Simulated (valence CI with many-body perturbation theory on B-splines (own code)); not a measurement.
## E1 line list for Sr⁵⁺

Method: relativistic CI+MBPT: five valence electrons over a frozen Dirac-Fock core [Ar] 3d10, a basis of 9 s, 9 p, 8 d, 6 f, 3 g, 1 h functions for each j, with the one-electron correlation potential Σ1 (screened to all orders), the two-electron term Σ2, the three-electron term Σ3, Breit, model QED; selected single and double excitations, second order for the rest, scaled by the run's own slope (own B-spline code, finite nucleus).

Set against measurement, 19 paired levels are off by 96 cm⁻¹ on average, the worst by 213. These come from a selection out of Sansonetti, J. Phys. Chem. Ref. Data 41, 013102 (2012). Levels without a partner in it may be off by more. Among the levels kept, up to 1100 cm⁻¹ of a level comes from second order outside the variational space, and about a tenth of that is noise between levels of different J, which matters for small intervals.

Lines 51 to 100 of 202 in falling wavelength, among levels below 44.347 eV, chosen from the strongest by gf and those to the six lowest levels. Wavelengths and rates use the calculated energies, so an error of 100 cm⁻¹ moves a line at 589.6 Å by 0.059 % and its rate by three times that or more. Electric multipoles are in the length gauge, E1 and E2 with the static RPA response of the core. Weak lines are less certain than strong ones. Lines between different terms over intervals too small for the method are left out, as are lines whose strength nearly cancels. Where a level lies close to another of its J and parity, the split of strength between their lines is uncertain. The highest levels of a list are the least certain.

Names give the largest LS component (configuration and term), which can be under half, so a name can repeat, a term be missing and a line seem to break the LS rules; names also repeat where a configuration has a term twice. Letters in brackets count levels of one name in rising energy.

| λ vac (Å) | λ from measured levels | Upper | Lower | A (s⁻¹) | S (a.u.) with core polarisation | S without |
| --- | --- | --- | --- | --- | --- | --- |
| 589.6 | 588.8 | 4s 4p4 2D_5/2 | 4s2 4p3 2D°_3/2 | 7.41e+06 | 4.50e-03 | 5.01e-03 |
| 581.7 | 581.0 | 4s 4p4 2P_3/2 | 4s2 4p3 2P°_3/2 | 2.82e+08 | 1.10e-01 | 1.26e-01 |
| 578.2 | 577.8 | 4s 4p4 2S_1/2 [a] | 4s2 4p3 2P°_3/2 | 2.39e+07 | 4.56e-03 | 4.97e-03 |
| 565.3 | 564.4 | 4s 4p4 2P_3/2 | 4s2 4p3 2P°_1/2 | 1.91e+08 | 6.83e-02 | 7.78e-02 |
| 561.9 | 561.4 | 4s 4p4 2S_1/2 [a] | 4s2 4p3 2P°_1/2 | 1.70e+09 | 2.98e-01 | 3.37e-01 |
| 544.8 | 544.3 | 4s 4p4 2S_1/2 [b] | 4s2 4p3 2P°_3/2 | 3.24e+09 | 5.18e-01 | 5.84e-01 |
| 531.3 | 531.0 | 4s 4p4 2D_3/2 | 4s2 4p3 4S°_3/2 | 9.87e+06 | 2.92e-03 | 3.29e-03 |
| 530.4 | 529.8 | 4s 4p4 2S_1/2 [b] | 4s2 4p3 2P°_1/2 | 1.56e+08 | 2.30e-02 | 2.51e-02 |
| 526.6 | 526.4 | 4s 4p4 2D_5/2 | 4s2 4p3 4S°_3/2 | 6.07e+06 | 2.62e-03 | 2.90e-03 |
| 523.1 |  | 4s2 4p2 4d 4F_3/2 | 4s2 4p3 2P°_3/2 | 1.24e+06 | 3.50e-04 | 3.88e-04 |
| 522.3 |  | 4s 4p3 4d 6D°_3/2 | 4s 4p4 4P_1/2 | 4.68e+06 | 1.32e-03 | 1.44e-03 |
| 520.9 | 520.4 | 4s 4p4 2P_3/2 | 4s2 4p3 2D°_5/2 | 4.07e+09 | 1.14e+00 | 1.28e+00 |
| 516.3 |  | 4s2 4p2 4d 4F_5/2 | 4s2 4p3 2P°_3/2 | 8.36e+06 | 3.41e-03 | 3.70e-03 |
| 515.5 |  | 4s 4p3 4d 6D°_1/2 | 4s 4p4 4P_3/2 | 4.52e+07 | 6.12e-03 | 6.56e-03 |
| 515.2 |  | 4s 4p3 4d 6D°_3/2 | 4s 4p4 4P_3/2 | 1.88e+07 | 5.08e-03 | 5.44e-03 |
| 513.6 |  | 4p5 2P°_3/2 | 4s 4p4 4P_3/2 | 5.87e+06 | 1.57e-03 | 1.83e-03 |
| 511.9 | 511.3 | 4s 4p4 2P_3/2 | 4s2 4p3 2D°_3/2 | 4.03e+08 | 1.07e-01 | 1.21e-01 |
| 509.8 |  | 4s2 4p2 4d 4F_3/2 | 4s2 4p3 2P°_1/2 | 1.54e+07 | 4.03e-03 | 4.29e-03 |
| 509.2 | 508.9 | 4s 4p4 2S_1/2 [a] | 4s2 4p3 2D°_3/2 | 3.45e+09 | 4.49e-01 | 5.02e-01 |
| 499.6 |  | 4s2 4p2 4d 2F_5/2 [a] | 4s2 4p3 2P°_3/2 | 9.05e+05 | 3.34e-04 | 3.66e-04 |
| 498.7 |  | 4s 4p3 4d 6D°_3/2 | 4s 4p4 4P_5/2 | 1.24e+07 | 3.04e-03 | 3.18e-03 |
| 498.0 |  | 4s 4p3 4d 6D°_5/2 | 4s 4p4 4P_5/2 | 3.62e+07 | 1.32e-02 | 1.41e-02 |
| 497.2 |  | 4p5 2P°_3/2 | 4s 4p4 4P_5/2 | 8.07e+07 | 1.96e-02 | 2.19e-02 |
| 497.2 |  | 4s 4p3 4d 6D°_7/2 | 4s 4p4 4P_5/2 | 1.43e+07 | 6.93e-03 | 7.21e-03 |
| 494.0 |  | 4s2 4p2 4d 4D_1/2 | 4s2 4p3 2P°_3/2 | 1.48e+08 | 1.76e-02 | 1.97e-02 |
| 492.3 |  | 4s2 4p2 4d 4D_3/2 | 4s2 4p3 2P°_3/2 | 2.49e+07 | 5.86e-03 | 6.51e-03 |
| 484.9 |  | 4s2 4p2 4d 4D_5/2 | 4s2 4p3 2P°_3/2 | 5.41e+05 | 1.83e-04 | 2.36e-04 |
| 483.1 | 482.7 | 4s 4p4 2S_1/2 [b] | 4s2 4p3 2D°_3/2 | 5.88e+08 | 6.54e-02 | 7.34e-02 |
| 482.0 |  | 4s2 4p2 4d 4D_1/2 | 4s2 4p3 2P°_1/2 | 2.53e+07 | 2.80e-03 | 3.16e-03 |
| 480.5 |  | 4s2 4p2 4d 4D_3/2 | 4s2 4p3 2P°_1/2 | 6.60e+06 | 1.45e-03 | 1.67e-03 |
| 473.4 |  | 4s2 4p2 4d 4F_3/2 | 4s2 4p3 2D°_5/2 | 9.91e+06 | 2.08e-03 | 2.33e-03 |
| 467.8 |  | 4s2 4p2 4d 4F_5/2 | 4s2 4p3 2D°_5/2 | 4.32e+07 | 1.31e-02 | 1.43e-02 |
| 465.9 |  | 4s2 4p2 4d 4F_3/2 | 4s2 4p3 2D°_3/2 | 1.77e+08 | 3.54e-02 | 3.87e-02 |
| 463.8 | 463.6 | 4s 4p4 2P_3/2 | 4s2 4p3 4S°_3/2 | 4.36e+07 | 8.59e-03 | 9.63e-03 |
| 461.5 | 461.6 | 4s 4p4 2S_1/2 [a] | 4s2 4p3 4S°_3/2 | 6.62e+07 | 6.42e-03 | 7.13e-03 |
| 460.5 |  | 4s2 4p2 4d 4F_5/2 | 4s2 4p3 2D°_3/2 | 5.62e+07 | 1.63e-02 | 1.71e-02 |
| 459.6 |  | 4s2 4p2 4d 4F_7/2 | 4s2 4p3 2D°_5/2 | 4.80e+07 | 1.84e-02 | 1.95e-02 |
| 454.0 |  | 4s2 4p2 4d 2F_5/2 [a] | 4s2 4p3 2D°_5/2 | 2.90e+05 | 8.05e-05 | 8.57e-05 |
| 448.5 |  | 4s2 4p2 4d 2F_7/2 [a] | 4s2 4p3 2D°_5/2 | 2.70e+07 | 9.61e-03 | 1.04e-02 |
| 448.0 |  | 4s2 4p2 4d 4D_3/2 | 4s2 4p3 2D°_5/2 | 4.15e+08 | 7.37e-02 | 8.08e-02 |
| 447.2 |  | 4s2 4p2 4d 2F_5/2 [a] | 4s2 4p3 2D°_3/2 | 2.96e+07 | 7.83e-03 | 8.11e-03 |
| 442.7 |  | 4s2 4p2 4d 4D_1/2 | 4s2 4p3 2D°_3/2 | 4.53e+08 | 3.88e-02 | 4.26e-02 |
| 441.9 |  | 4s2 4p2 4d 4D_5/2 | 4s2 4p3 2D°_5/2 | 2.16e+08 | 5.51e-02 | 5.91e-02 |
| 441.3 |  | 4s2 4p2 4d 4D_3/2 | 4s2 4p3 2D°_3/2 | 5.27e+06 | 8.94e-04 | 8.75e-04 |
| 440.0 | 440.0 | 4s 4p4 2S_1/2 [b] | 4s2 4p3 4S°_3/2 | 2.61e+07 | 2.19e-03 | 2.44e-03 |
| 439.9 |  | 4s2 4p2 4d 2P_3/2 [a] | 4s2 4p3 2P°_3/2 | 1.31e+09 | 2.20e-01 | 2.45e-01 |
| 435.4 |  | 4s2 4p2 4d 4D_5/2 | 4s2 4p3 2D°_3/2 | 4.99e+07 | 1.22e-02 | 1.29e-02 |
| 430.7 |  | 4s2 4p2 4d 4P_5/2 | 4s2 4p3 2P°_3/2 | 8.13e+06 | 1.92e-03 | 2.02e-03 |
| 430.5 |  | 4s2 4p2 4d 2P_3/2 [a] | 4s2 4p3 2P°_1/2 | 7.35e+08 | 1.16e-01 | 1.28e-01 |
| 429.4 |  | 4s2 4p2 4d 2F_7/2 [b] | 4s2 4p3 2D°_5/2 | 4.48e+07 | 1.40e-02 | 1.47e-02 |
